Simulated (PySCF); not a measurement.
## How methods differ on the excitation energy of Te

Te [Kr] 4d10 5s2 5p4 (3P) → Te [Kr] 4d10 5s2 5p3 6s1 (5S), as a difference of total energies. Calculation: PySCF 2.14, in aug-cc-pwCVDZ-PP with ECP28MDF (6s5p4d1f, 48 functions); a scalar-relativistic core potential. Correlated levels: valence: 4s2 4p6 4d10 frozen; valence and next inner shell: nothing frozen outside the core potential. The calculations carry no spin-orbit coupling.

**Question.** Order these methods by the excitation energy they give, lowest first.
A. SCS-MP2 (valence and next inner shell)
B. M06
C. BP86
D. r2SCAN

**Answer.** A (4.960 eV), C (5.320 eV), D (5.462 eV), B (5.507 eV).

Errors of the correlated levels include the incompleteness of this basis and the frozen core.

For comparison: 5.226 eV (measured; NIST levels, between the centres of gravity of the two terms).
